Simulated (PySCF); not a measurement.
**A thermochemical cycle for RuF**

PBE in PySCF with def2-TZVPPD on every atom (core potentials on Ru), for the lowest determinant that a PBE0 search found; no spin–orbit coupling. RuF, a quartet (σ ↑, π ↑, δ ↑), has De = 4.50 eV to neutral atoms, and RuF⁺, a quintet (σ ↑, π ↑↑, δ ↑), has De = 4.25 eV to Ru⁺ (4d7) + F.

At the same level the Ru atom ionises at 7.80 eV.

**Question.** What is the adiabatic ionisation energy of the molecule, and does ionisation strengthen or weaken the bond?

**Answer.** IE = IE(Ru) + De(neutral) − De(ion) = 7.80 + 4.50 − 4.25 = 8.05 eV. De changes by -0.25 eV, so ionisation weakens the bond.

The metal atom is held in its measured ground configuration; semilocal functionals can put another filling of s and d lower by some tenths of an eV, and De to that atom would be smaller. These are scalar-relativistic numbers at best; spin–orbit coupling would shift them, the dissociation energy most. For an ion De counts to the pair picked by the measured ionisation energies or electron affinities, which need not be the lowest pair at this level. The state is the lowest single determinant that the PBE0 search found; with open d or f shells the true ground state can be another one.
